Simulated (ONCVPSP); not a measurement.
What one change does to a pseudopotential (O, ONCV)

oxygen (O), optimised norm-conserving Vanderbilt (ONCV), made with ONCVPSP 4.0.1 (LDA (Perdew-Zunger), scalar-relativistic). Core [He], reference 2s1.75 2p4.25. Waves: 2s: rc 0.95 bohr, ncon 3, nbas 6, qcut 8.7 1/bohr, 3 projectors, debl 1.4 Ha; 2p: rc 1.50 bohr, ncon 5, nbas 8, qcut 9.2 1/bohr, 1 projector. Local part: polynomial inside 0.85 bohr (lpopt 5, dvloc0 0 Ha). Core correction: none.

Change: p: qcut 12.2.

Cutoffs: the cutoffs (Ha) at which the residual kinetic energy of the hardest occupied pseudo-wave falls to 1 and 0.1 mHa per electron; they do not see the model core or the augmentation charge, which bear on the density cutoff. Errors are all-electron minus pseudo energies relative to the spin-unpolarised reference configuration.

Task: How do hardness, ghosts and transferability respond?

Result: The potential gets harder (32 Ha and 54 Ha → 39 Ha and 54 Ha); of the 4 tests that both files solve, the error grows in 0 and shrinks in 3 by more than 15 % and 0.3 meV (median size 17.2 → 12.8 meV); neither file shows a bound ghost. The waves are optimised to have the least kinetic energy above qcut, so the cutoff follows it (qcut²/2 in Ha).

| quantity | base | changed |
| --- | --- | --- |
| cutoff, loose | 32 Ha | 39 Ha |
| cutoff, tight | 54 Ha | 54 Ha |
| loose cutoff by channel | s 31 Ha, p 32 Ha | s 31 Ha, p 39 Ha |
| bound ghosts | none | none |
| GHOST(+) flags under 300 eV | none | none |
| error for 2s2 2p4, meV [ΔE -3.64 eV] | +1.1 | +1.0 |
| error for 2s2 2p3, meV [ΔE 12.94 eV] | +27 | +20 |
| error for 2s2 2p2, meV [ΔE 46.65 eV] | +176 | +131 |
| error for 2s2 2p3.5, meV [ΔE 2.73 eV] | +7.6 | +5.8 |
| s: phases at 0.96 bohr within 0.05 rad from the reference energy up to (Ha; the scan ends near 5) | to the end of the scan | to the end of the scan |
| p: phases at 1.52 bohr within 0.05 rad from the reference energy up to (Ha; the scan ends near 5) | 1.8 | 2.0 |
